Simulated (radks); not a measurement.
Neutral scandium, 21 electrons, occupied as [Ar] 3d1 4s2. All-electron calculation, Dirac Kohn-Sham, BLYP, spin-unpolarised, spherical densities, point nucleus; open shells are shared between the two j in proportion to 2j + 1. Program: a radial shooting solver on a logarithmic mesh with Libxc functionals. Some entries of the table are withheld. Estimate them.

orbital,occ.,eigenvalue (Ry),<r> (bohr),<r^2> (bohr^2)
1s1/2,2,(1),0.07304,0.007175
2s1/2,2,-34.84708,0.3435,0.1397
2p1/2,2,-28.76424,0.3059,(2)
2p3/2,4,-28.42260,0.3085,(3)
3s1/2,2,-4.02199,1.075,1.335
3p1/2,2,-2.47847,1.164,(4)
3p3/2,4,-2.44072,1.172,(5)
4s1/2,2,-0.29676,(6),15.90
3d3/2,0.4,-0.22967,1.864,4.789
3d5/2,0.6,-0.22744,1.871,4.826

Answer. 
(1) 1s1/2 eigenvalue (Ry): -323.2763
(2) 2p1/2 <r^2> (bohr^2): 0.1158
(3) 2p3/2 <r^2> (bohr^2): 0.1176
(4) 3p1/2 <r^2> (bohr^2): 1.600
(5) 3p3/2 <r^2> (bohr^2): 1.623
(6) 4s1/2 <r> (bohr): 3.710
